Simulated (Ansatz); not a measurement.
Consider the ligand exchange at the Al–C bond: `C[CH]([AlH2])[GeH3]` + `N[SiH2][SiH3]` → `[AlH2][NH][SiH2][SiH3]` + `C[CH2][GeH3]`.

Gas-phase electronic energies from Ansatz, PBE0-D4/def2-TZVP geometries. CBS: MP2 limit from def2 TZ/QZ plus the TZ coupled-cluster correction, frozen cores. This one scheme is used for every species. Functionals use def2-TZVPP. For Ge outer-core shells are correlated without core-valence functions, which leaves a few kJ/mol of doubt a bond. Scalar relativity is left out up to krypton. One conformer a species, not always the lowest.

CCSD(T)/CBS gives -112.8 kJ/mol.

Task: Another level gave -114.4 kJ/mol. Which?
A. B2PLYP/def2-TZVPP
B. HF/def2-TZVPP
C. PBE0-D4/def2-TZVPP
D. r2SCAN-D4/def2-TZVPP

Result: D. r2SCAN-D4 -114.4, HF/def2-TZVPP -124.6, PBE0-D4 -108.7, B2PLYP -118.5 kJ/mol.

Largest T1 diagnostic among the species: 0.013.

In def2-TZVPP, CCSD(T) changes the Hartree–Fock value by +8.9 kJ/mol (the triples alone add +1.3 kJ/mol) and MP2 by +9.0 kJ/mol.
